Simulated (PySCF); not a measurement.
Ligands exchanged one at a time, Al NH2-I. Gas-phase values, no solvent. Strings in code marks are SMILES.

The S1–T1 gap (TDA) from two functionals at the same geometries (B3LYP-D3(BJ)/def2-TZVP), both in PySCF: PBE-D3(BJ)/def2-TZVP and ωB97X-D3(BJ)/def2-TZVP. Excitations are Tamm–Dancoff values on a coarser integration grid. The basis has no diffuse functions, so Rydberg states are missing or too high.

```csv
species,PBE-D3(BJ)/def2-TZVP (eV)
0 of 3 NH2 replaced by I,0.23
1 of 3 NH2 replaced by I (`[Al]([I])([NH2])[NH2]`),0.25
3 of 3 NH2 replaced by I,0.24
```

Q: What does ωB97X-D3(BJ)/def2-TZVP give for each?

A: 
- 0 of 3 NH2 replaced by I: 0.36
- 1 of 3 NH2 replaced by I (`[Al]([I])([NH2])[NH2]`): 0.36
- 3 of 3 NH2 replaced by I: 0.32
Over these rows, drawn at random from the members with no instability flagged (it was tested for open shells, ions and some series alone), PBE minus ωB97X-D3(BJ): mean -0.11 eV, from -0.13 eV to -0.08 eV.
